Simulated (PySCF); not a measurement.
A structure optimised at B3LYP-D3(BJ)/def2-TZVPD, used in a PySCF frequency run:

```xyz
4

Ge     0.0000     0.0000     0.0000
H      1.5243     0.0000     0.0000
H     -0.7622     1.3201     0.0000
H     -0.7622    -1.3201     0.0000
```
Charge +1, spin multiplicity 1.

Write its SMILES, formula and point group.

[GeH3+], GeH3, D3h

What are its rotational constants (standard atomic weights)?

143.85, 143.85, 71.927 GHz
